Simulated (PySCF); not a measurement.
Cu(I) anion (CuI), SMILES [I][Cu] (connectivity only; charge and spin as stated), charge -1, multiplicity 2.

Geometry: PBE0-D3(BJ)/def2-TZVPD. The spin state was assumed, not searched. The def2 effective core potentials stand for the cores of I; spin–orbit coupling is left out.

The numbers are results of B3LYP/def2-TZVPD run with PySCF, not measurements.

Gas-phase values at a fixed geometry. A positive occupied level means that this level leaves the electron formally unbound; only the finite basis holds it.

- total energy = -1938.47767 hartree
- point group = C∞v
- α spin, highest occupied and lowest empty level = 0.39 and 3.12 eV
- β spin, highest occupied and lowest empty level = -1.72 and 2.22 eV
- dipole moment about the centre of nuclear charge = 2.38 D
- mean static polarisability = 135.4 bohr³ (20.06 Å³)
- polarisability, principal values = 111.2, 111.2, 183.7 bohr³
- ⟨S²⟩ = 0.752 (pure state 0.75)
